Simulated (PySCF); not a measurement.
Structure problem from calculated spectra and properties.

Formula: C3H7FSi.

| Property | Result |
| --- | --- |
| Dipole | 1.76 D [CAM-B3LYP/def2-SVPD] |
| Triplet | lowest triplet excitation (Tamm–Dancoff): 4.16 eV [TDA CAM-B3LYP/def2-SVPD] |
| Rotational structure | rotational constants A, B, C: 5.119, 2.808, 1.989 GHz [PBE0-D3(BJ)/def2-SVP] |
| Polarisability | 67.4 au [CAM-B3LYP/def2-SVPD] |
| UV, first state | lowest singlet excitation: 6.60 eV (188 nm, f = 0.338) [TDDFT CAM-B3LYP/def2-SVPD] |
| XPS | Si2p3/2 106.9, C1s 290.5, C1s 291.0, C1s 292.6, F1s 692.1, Si1s 1846.6 eV [ΔSCF SCAN, pcX-2 on the ionised atom, pcseg-1 elsewhere, spin-free X2C, 2p3/2 from a spin–orbit splitting computed afterwards within the 2p shell] |
| Valence photoelectron | vertical ionisation energy: 9.76 eV [ΔSCF CAM-B3LYP/def2-SVPD] |

Gas-phase values; electronic properties from PySCF, density fitting. Levels stand in brackets. Geometry: PBE0-D3(BJ)/def2-SVP, one conformer, isolated molecule.

Question: What is the compound? Reason from the data.

Answer: Numbering: `[CH2:1]=[CH:2][C@H:3]([F:4])[SiH3:5]`. Its formula, C3H7FSi, gives 1 degree of unsaturation: 0 rings and 1 π bond in the structure found. The core levels belong to: Si2p3/2 106.9 eV, SiH3 silicon [Si5]; C1s 290.5 eV, terminal =CH2 carbon [C1]; C1s 291.0 eV, alkene CH carbon [C2]; C1s 292.6 eV, sp3 C–F carbon [C3]; F1s 692.1 eV, alkyl fluorine [F4]; Si1s 1846.6 eV, SiH3 silicon [Si5]. The hole state at 291.0 eV has ⟨S²⟩ = 0.83 against 0.75, so that value is less sure. The first electron is taken from the HOMO, whose largest Löwdin shares are 0.31 on the terminal =CH2 carbon, 0.26 on the alkene CH carbon, 0.14 on the sp3 C–F carbon and 0.10 on the SiH3 silicon. The optimised geometry has point group C1 and is an asymmetric top. Structure: `C=C[C@H](F)[SiH3]`. Computed isomers that give other values at the same levels: `FC[SiH]1CC1` (rotational constant A: 6.859 GHz; this holds for the one conformer computed); `F[SiH]1CCC1` (core binding energies: Si2p3/2 107.5, C1s 290.2 (×2), C1s 291.0, F1s 692.0, Si1s 1847.4 eV); `F[C@H]1CC[SiH2]1` (core binding energies: Si2p3/2 106.7, C1s 290.3, C1s 290.9, C1s 292.2, F1s 692.1, Si1s 1846.4 eV). The assignments are read from this structure; whether some other isomer fits the data as well wasn't checked. The mirror image fits equally.

Conformer computed: `[CH2:1]=[CH:2][C@H:3]([F:4])[SiH3:5]`: C1–C2–C3–F4 -142°.
